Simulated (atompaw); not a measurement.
## Varying the PAW (atompaw) potential for Ca (Z = 20)

Base potential:

```json
{"Element": "Ca (Z = 20)", "Generator": "atompaw 4.2.0.5", "Type": "PAW", "Functional": "LDA (PW92)", "Relativity": "scalar-relativistic", "Frozen core": "[Ne]", "Valence charge": "10", "Reference configuration": "3s2 3p6 3d0 4s2 4p0", "Partial waves": "3s (bound): rc 1.45 bohr; 4s (bound): rc 2.10 bohr; 3p (bound): rc 1.80 bohr; 4p (bound, empty): rc 1.90 bohr; 3d (bound, empty): rc 2.45 bohr; 3d channel at 0.4 Ry: rc 2.45 bohr", "Local potential": "troulliermartins scheme with l = 3 at -0.5 Ry, radius 1.80 bohr", "Core correction": "smooth core density matched at 1.60 bohr", "Augmentation charge": "gaussian compensation charge, radius 2.00 bohr; PAW radius 2.45 bohr; waves and projectors: custom polynom2 7 10 vanderbiltortho"}
```

Cutoffs, loose and tight: the cutoffs (Ry, on a coarse ladder) from which the occupation-weighted sum of valence levels, in a spherical-Bessel basis at the reference potential, stays within 10 and 1 mRy of its value at 400 Ry. They see the waves, projectors and local potential, not the compensation charge or the core. A dash means not determined.

```csv
change,outcome,"cutoff, loose","cutoff, tight",bound ghosts
base,generated,21 Ry,25 Ry,none
"all radii scaled by about 0.74 (s 1.08, p 1.34, d 1.82 bohr); local potential troulliermartins scheme with l = 3 at -0.5 Ry, radius 1.34 bohr; augmentation gaussian compensation charge, radius 1.50 bohr; PAW radius 1.82 bohr; waves and projectors: custom polynom2 7 10 vanderbiltortho; core correction smooth core density matched at 1.20 bohr",failed: atompaw: The overlap operator has at least one negative eigenvalue!,–,–,–
"all radii scaled by about 0.87 (s 1.26, p 1.56, d 2.14 bohr); local potential troulliermartins scheme with l = 3 at -0.5 Ry, radius 1.56 bohr; augmentation gaussian compensation charge, radius 1.74 bohr; PAW radius 2.14 bohr; waves and projectors: custom polynom2 7 10 vanderbiltortho; core correction smooth core density matched at 1.40 bohr",generated,25 Ry,80 Ry,none
"all radii scaled by about 0.95 (s 1.38, p 1.72, d 2.34 bohr); local potential troulliermartins scheme with l = 3 at -0.5 Ry, radius 1.72 bohr; augmentation gaussian compensation charge, radius 1.92 bohr; PAW radius 2.34 bohr; waves and projectors: custom polynom2 7 10 vanderbiltortho; core correction smooth core density matched at 1.52 bohr",generated,21 Ry,30 Ry,none
"all radii scaled by about 1.08 (s 1.56, p 1.94, d 2.64 bohr); local potential troulliermartins scheme with l = 3 at -0.5 Ry, radius 1.94 bohr; augmentation gaussian compensation charge, radius 2.16 bohr; PAW radius 2.64 bohr; waves and projectors: custom polynom2 7 10 vanderbiltortho; core correction smooth core density matched at 1.72 bohr",generated,21 Ry,25 Ry,none
"all radii scaled by about 1.16 (s 1.68, p 2.08, d 2.84 bohr); local potential troulliermartins scheme with l = 3 at -0.5 Ry, radius 2.08 bohr; augmentation gaussian compensation charge, radius 2.32 bohr; PAW radius 2.84 bohr; waves and projectors: custom polynom2 7 10 vanderbiltortho; core correction smooth core density matched at 1.84 bohr",generated,18 Ry,25 Ry,none
"all radii scaled by about 1.23 (s 1.78, p 2.22, d 3.02 bohr); local potential troulliermartins scheme with l = 3 at -0.5 Ry, radius 2.22 bohr; augmentation gaussian compensation charge, radius 2.46 bohr; PAW radius 3.02 bohr; waves and projectors: custom polynom2 7 10 vanderbiltortho; core correction smooth core density matched at 1.96 bohr",generated,18 Ry,25 Ry,none
"all radii scaled by about 1.29 (s 1.88, p 2.32, d 3.16 bohr); local potential troulliermartins scheme with l = 3 at -0.5 Ry, radius 2.32 bohr; augmentation gaussian compensation charge, radius 2.58 bohr; PAW radius 3.16 bohr; waves and projectors: custom polynom2 7 10 vanderbiltortho; core correction smooth core density matched at 2.06 bohr",generated,18 Ry,25 Ry,none
```

What comes out with this change to the base: all radii scaled by about 0.84 (s 1.22, p 1.50, d 2.06 bohr); local potential troulliermartins scheme with l = 3 at -0.5 Ry, radius 1.50 bohr; augmentation gaussian compensation charge, radius 1.68 bohr; PAW radius 2.06 bohr; waves and projectors: custom polynom2 7 10 vanderbiltortho; core correction smooth core density matched at 1.34 bohr?

outcome: generated; cutoff, loose: 25 Ry; cutoff, tight: 140 Ry; bound ghosts: none.

Reading the sweep of the scale of all radii (base = 1) (base included, trends over the rows without a ghost): The loose cutoff falls from 25 Ry at 0.84 to 18 Ry at 1.29. A larger radius leaves more room for a smooth pseudo-wave, so fewer plane waves are needed; a smaller one forces it to follow the all-electron wave where it bends sharply. The generation fails at 0.74.
